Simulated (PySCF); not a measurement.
Computed properties of GeH7NSSi, SMILES N[SiH2][S][GeH3]

GeH₇NSSi, SMILES [S]([SiH2]N)[GeH3]. Coordinates come from a B3LYP-D3(BJ)/def2-SVP optimisation. This is a generated structure with no PubChem entry under its InChIKey; it may be hypothetical. Other conformers were not sampled. All values are computed for the isolated molecule unless a solvent is named; none is compared with measurement here.

**Structure.** All 27 harmonic modes at B3LYP-D3(BJ)/def2-SVP (PySCF) are real, so it is a minimum. With heavy atoms numbered as in [SiH2:1]([NH2:2])[S:3][GeH3:4], the shortest bond between them is Si1–N2 at 1.727 Å and the longest S3–Ge4 at 2.246 Å.

**Vibrations.** The strongest infrared lines (harmonic, unscaled, degenerate partners summed) lie at 829 cm⁻¹ (268 km/mol, H 81 %, N 9 %), 917 cm⁻¹ (223 km/mol, H 86 %, Si 8 %), 364 cm⁻¹ (141 km/mol, H 67 %, N 20 %). The softest mode is at 59 cm⁻¹ and the zero-point energy is 43.2 kcal/mol.

**Electronic structure.** B3LYP/def2-TZVP (PySCF) places the frontier levels at -6.87 and -0.46 eV, a gap of 6.41 eV, and gives a dipole moment of 2.20 D and a mean polarisability of 84.8 bohr³. PBE/def2-TZVP (PySCF) at the same geometry gives -5.90 and -1.07 eV, so its gap is 1.58 eV narrower. An orbital gap is neither the optical nor the fundamental gap.

**Excitations.** TDA-ωB97X/def2-SVPD (PySCF) has S1 at 5.86 eV (211 nm, f = 0.011, weak); the most intense of the 10 singlets computed lies at 8.04 eV (f = 0.16). T1 (TDA) is at 5.43 eV, 0.43 eV under S1. TDA-PBE/def2-SVPD (PySCF) puts S1 at 4.82 eV. No vertical singlet excitation falls in the visible range (under 3.1 eV).

**NMR.** GIAO shifts at KT2/pcSseg-1 (PySCF) (non-relativistic, atoms alike by connectivity averaged): ¹H from 1.0 to 5.7 ppm against TMS; ²⁹Si at -21.5 ppm against TMS.
